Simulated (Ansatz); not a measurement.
# Energy differences in PtO (charge +1)

Program: Ansatz, Gaussian basis, development build. Basis cc-pwCVTZ-PP on Pt, cc-pVTZ on O, scalar-relativistic core potentials (60 electrons on Pt), no spin–orbit coupling, 1 orbital frozen in the corrections; active space CAS(13,9), shells under the valence barred from it. Restricted Hartree–Fock, then the lowest state-specific CASSCF solution met for each case. Coupled cluster stands on the determinant that it favours, not always the lowest RHF. Single-reference values can break down or jump between states where bonds are stretched. Solutions in different active orbitals can move differences by tenths of an eV and at times more than 1 eV.

Case A, doublet: bond length 1.7270 Å.

Case B, quartet: the shape of A.

Energy less that of case A, in eV:

```tsv
case	RHF/ROHF	CASSCF	CCSD(T)
B	-0.859	-0.489	-0.839
```

(1) Give the SC-NEVPT2 energies against case A.

(2) Which case is lowest, and do the methods agree?

Answers

(1) B: -0.688 eV (-15.9 kcal/mol).

(2) B is lowest in SC-NEVPT2. Of the methods shown, RHF/ROHF, CASSCF, CCSD(T) agree.
